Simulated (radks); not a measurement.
Values are calculated unless marked as measured or tabulated.
Question: Radial electron density D(r) = 4 pi r^2 rho(r) of an atom or ion with 55 electrons. Code: a radial shooting solver on a logarithmic mesh with Libxc functionals. Model: scalar-relativistic Kohn-Sham, PBEsol, spin-polarised, spherical densities, point nucleus.

```
   r/bohr * D(r) (the largest magnitude, 93.6, reaches the edge; | marks zero)
 0.006577 |                      *
 0.007842 |                          *
 0.009427 |                               *
  0.01124 |                                   *
  0.01351 |                                       *
  0.01611 |                                         *
  0.01937 |                                         *
  0.02309 |                                        *
  0.02754 |                                      *
   0.0331 |                                    *
  0.03947 |                                    *
  0.04744 |                                        *
  0.05657 |                                              *
    0.068 |                                                    *
  0.08109 |                                                      *
  0.09747 |                                                   *
   0.1162 |                                             *
   0.1386 |                                       *
   0.1666 |                                       *
   0.1986 |                                            *
   0.2388 |                                              *
   0.2847 |                                        *
   0.3422 |                           *
   0.4081 |                 *
   0.4906 |               *
    0.585 |                 *
   0.6975 |                 *
   0.8384 |             *
   0.9998 |        *
    1.202 |     *
    1.433 |   *
    1.723 |   *
    2.054 |  *
    2.469 | *
    2.944 |*
    3.511 *
     4.22 *
    5.032 *
    6.048 *
    7.212 *
    8.669 *
    10.34 *
    12.43 *
    14.82 *
    17.67 *
    21.24 *
    25.32 *
    30.44 *
     36.3 *
    43.63 *
    52.03 *
```

What is the nuclear charge?

Answer: Z = 55. The innermost maximum, from 1s, lies near gamma/Z bohr with gamma = sqrt(1 - (Z/c)^2) = 0.916, here 0.0167 bohr (found: 0.0183), and its height grows with Z. The density is that of neutral caesium in [Xe] 4f0.5 6s0.5; the configuration itself is not fixed sharply by these data, and Z only to a few units. D(r) has 5 maxima, at r = 0.0183, 0.0804, 0.229, 0.649, 25.7 bohr, and minima at 0.0353, 0.151, 0.475, 12.3 bohr, inside which lie 1.97, 11.16, 28.92, 54.51 electrons.
